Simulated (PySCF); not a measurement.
# What went wrong, or what changed?

The sound run of [Pb(BH4)3]+ (singlet) uses PySCF 2.14.0, RKS TPSS, Pb def2-SVP with ECP60, B def2-SVP, H def2-SVP; non-relativistic Hamiltonian with scalar-relativistic core potentials where named; density fitting; no spin-orbit coupling, grid (50, 194), threshold 1e-8 and 55 cycles at the relaxed geometry:
```xyz
16

Pb    0.6074    0.0000    0.0414
B    -0.1698    0.0000    2.3009
H    -1.5943    0.0000    2.5463
H     0.1084    1.0778    2.7384
H    -1.4927    0.0000    1.7248
H     0.1084   -1.0778    2.7384
B    -0.7539    0.0000   -2.0090
H    -0.3073    0.0000   -3.1326
H    -0.2109   -1.0862   -1.5392
H    -1.9138    0.0000   -1.6801
H    -0.2109    1.0862   -1.5392
B     3.0288    0.0000   -0.4306
H     3.6840    0.0000    0.5805
H     2.3147   -1.0922   -0.3812
H     3.4049    0.0000   -1.5778
H     2.3147    1.0922   -0.3812
```
This run, with dm0 from free metal ions and neutral atoms, differs:

```python
mol = gto.M(atom='''
Pb     0.60744     0.00000     0.04140
B     -0.16977     0.00000     2.30088
H     -1.59434     0.00000     2.54635
H      0.10843     1.07783     2.73843
H     -1.49269     0.00000     1.72484
H      0.10843    -1.07783     2.73843
B     -0.75386     0.00000    -2.00904
H      0.30282     0.00000    -1.01558
H     -0.21095    -1.08619    -1.53918
H     -1.91377     0.00000    -1.68005
H     -0.21095     1.08619    -1.53918
B      3.02883     0.00000    -0.43059
H      3.68397     0.00000     0.58054
H      2.31473    -1.09224    -0.38117
H      3.40490     0.00000    -1.57784
H      2.31473     1.09224    -0.38117''',
    basis={'Pb': 'def2-SVP', 'B': 'def2-SVP', 'H': 'def2-SVP'},
    ecp={'Pb': 'def2-SVP'},
    charge=1, spin=0)
mf = dft.RKS(mol, xc='TPSS')
mf.grids.atom_grid = (50, 194)
mf = mf.density_fit()  # fitting sets: Pb def2-universal-JKFIT, B def2-universal-JKFIT, H def2-universal-JKFIT
mf.conv_tol = 1e-08; mf.max_cycle = 99
mf.kernel(dm0)
mf.nuc_grad_method().kernel()
```

Problem. What was changed, and how did it end?

Solution. One atom was put far too close to the first. It converged in 10 cycles, 13.164 eV from the sound run, largest force component 42.45 eV/Å. The cycle limit differs too. These settings are unsound on purpose: the numbers aren't the compound's.
```
init E= -275.338864495217
cycle= 1 E= -273.486851253381  delta_E= 1.85  |g|= 0.65  |ddm|=  4.2
cycle= 2 E= -273.020064787894  delta_E= 0.467  |g|= 1.27  |ddm|= 3.35
cycle= 3 E= -273.638515998482  delta_E= -0.618  |g|= 0.246  |ddm|= 2.38
cycle= 4 E= -273.654454117967  delta_E= -0.0159  |g|= 0.183  |ddm|= 0.954
cycle= 5 E= -273.669989695168  delta_E= -0.0155  |g|= 0.0303  |ddm|= 0.367
...
cycle= 8 E= -273.670298689015  delta_E= -1.3e-05  |g|= 0.00107  |ddm|= 0.00942
cycle= 9 E= -273.67029916451  delta_E= -4.75e-07  |g|= 0.000146  |ddm|= 0.00208
cycle= 10 E= -273.670299171285  delta_E= -6.77e-09  |g|= 4.19e-05  |ddm|= 0.000326
Extra cycle  E= -273.670299169535  delta_E= 1.75e-09  |g|= 7.02e-05  |ddm|= 0.000252
converged SCF energy = -273.670299169535
```

Run from Python with OMP_NUM_THREADS=2; the lines above give its settings.
It took 12 s on 2 threads of Arm Neoverse V1, on a shared host.

On relaxing from the template, bonds within or between ligands changed, so the formula names the start rather than the bonding at the end. No frequency check is given that shows the relaxed geometry to be a minimum.
